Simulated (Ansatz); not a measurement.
Born–Oppenheimer molecular dynamics of AlCl2FH4OSi (10 atoms, charge 0, multiplicity 1). It starts from a rough guess of a transition structure, not a stationary point.

The calculation used UKS PBE/STO-3G in Ansatz 0.2.0.

```yaml
ensemble: NVE (velocity Verlet)
time_step: 0.5 fs
steps_asked: 150
starting_velocities_drawn_for: 300 K
seed: 685900
```

First frame:

```xyz
10
Properties=species:S:1:pos:R:3
Al -1.284 -0.733 -1.156
O 0.319 0.686 -0.755
Cl -0.457 -2.284 -2.135
Cl -3.021 0.281 -1.154
Si 0.857 0.328 1.205
F -0.685 -0.904 0.861
H 1.928 1.337 1.012
H -0.110 0.973 2.071
H 1.562 -0.935 1.315
H 0.890 1.251 -1.264
```

(1) How far do the bonds stretch over the last three quarters of this one trajectory? (Pairs bonded in most of those frames.)

Results:

(1) 
| bond | mean (Å) | spread (Å) | shortest | longest |
| --- | --- | --- | --- | --- |
| Al1–O2 | 1.820 | 0.170 | 1.55 | 2.07 |
| Al1–Cl3 | 2.106 | 0.088 | 1.98 | 2.26 |
| Al1–Cl4 | 2.110 | 0.098 | 1.96 | 2.28 |
| Al1–Si5 | 2.858 | 0.106 | 2.68 | 3.02 |
| Al1–F6 | 1.755 | 0.213 | 1.44 | 2.08 |
| O2–Si5 | 1.862 | 0.091 | 1.71 | 1.97 |
| O2–H10 | 1.035 | 0.064 | 0.93 | 1.15 |
| Si5–F6 | 2.013 | 0.099 | 1.87 | 2.14 |
| Si5–H7 | 1.478 | 0.024 | 1.43 | 1.52 |
| Si5–H8 | 1.468 | 0.009 | 1.45 | 1.48 |
| Si5–H9 | 1.468 | 0.014 | 1.44 | 1.49 |

Mean temperature of the second half: 1709 K. The conserved energy stayed within 0.93 meV per atom of its start (net change -0.77 meV per atom), so the integration is sound. The system heated up, since it started high on the potential surface and ran downhill. A run of 0.075 ps of so small a system gives no equilibrium averages. The orbitals stay closed-shell, which can raise the energy where a bond breaks towards radicals; this wasn't checked here. Limits of this set-up: minimal basis.

Run time: 5.5 min on 1 CPU thread of a shared host.
